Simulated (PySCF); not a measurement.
Electronic absorption of C2H10GeO2Si2

Species: C2H10GeO2Si2.
InChI=1S/C2H10GeO2Si2/c3-4-7-2-1-6-5-7/h7H,1-2,6H2,3H3/t7-/m1/s1

Method used: TDDFT CAM-B3LYP/def2-SVPD, vertical, gas phase, core orbitals frozen in the response (PySCF 2.14.0, density-fitted response routines). Isolated species at its PBE0-D3(BJ)/def2-SVP geometry (one conformer only). The CAM-B3LYP/def2-SVPD calculation is non-relativistic and has no spin–orbit coupling, an omission that weighs most on germanium.

Problem. List the vertical singlet excitations with oscillator strengths and describe the spectrum.

Solution. 

```tsv
state	E (eV)	E (kJ/mol)	λ (nm)	f	main configurations (H = HOMO, L = LUMO)
S1	7.06	682	175.5	0.0085	H→L (48%), H→L+1 (23%)
S2	7.31	705	169.7	0.0083	H→L+1 (49%), H→L+3 (21%), H→L (9%)
S3	7.58	731	163.6	0.0070	H→L+2 (53%), H-1→L+2 (10%), H-1→L+1 (8%)
S4	7.71	744	160.8	0.0042	H-4→L (30%), H-2→L+1 (19%), H-2→L (19%)
S5	7.79	751	159.3	0.034	H-1→L+1 (31%), H→L+2 (9%), H→L+4 (9%)
S6	7.82	755	158.5	0.016	H-2→L+3 (21%), H-2→L+1 (19%), H-2→L+2 (11%)
S7	7.96	768	155.8	0.0081	H-3→L (18%), H→L+4 (18%), H→L+5 (13%)
S8	8.15	786	152.1	0.072	H-1→L+2 (38%), H-1→L+1 (12%), H→L+3 (12%)
S9	8.23	794	150.6	0.016	H-3→L+1 (22%), H-1→L+2 (14%), H→L+3 (13%)
S10	8.26	797	150.0	0.054	H-2→L+2 (34%), H-2→L+1 (16%), H-2→L (11%)
```

Triplets, Tamm–Dancoff:

```csv
state,E (eV),λ (nm),"main configurations (H = HOMO, L = LUMO)"
T1,6.72,184.6,"H→L (49%), H→L+1 (13%), H-3→L (9%)"
T2,7.05,175.9,"H→L+1 (41%), H→L+3 (18%), H-1→L+3 (9%)"
T3,7.27,170.5,"H→L+2 (22%), H-2→L+1 (11%), H→L+1 (10%)"
T4,7.31,169.5,"H-4→L (30%), H-2→L (13%), H→L+2 (12%)"
```

The lowest singlet lies at 7.06 eV (176 nm, vacuum ultraviolet) and is weak; its leading configuration is HOMO→LUMO (48%). The most intense listed level is S8 at 8.15 eV (152 nm, f = 0.072), 1.08 eV above S1. Löwdin shares by element: HOMO carbon 19% or more, oxygen 18% or more, silicon 15% or more, hydrogen 10% or more (atoms not listed hold the other 38%); LUMO germanium 40%, hydrogen 34% or more (atoms not listed hold the other 26%). The listed states span 1.20 eV, and the widest gap between neighbours is 0.27 eV (S2 to S3). Weighted by f, the mean energy of these states is 8.00 eV. Orbital energies (eV): HOMO-3 -10.54, HOMO-2 -10.07, HOMO-1 -9.99, HOMO -9.23, LUMO 0.81, LUMO+1 0.86, LUMO+2 1.25. All these states lie below the vertical ionisation energy of 9.88 eV (ΔSCF). Only the lowest 10 singlets were computed, as vertical energies without vibronic structure.

Without π bonds the low states are Rydberg-like; a valence basis with one diffuse set may place them up to an eV too high.
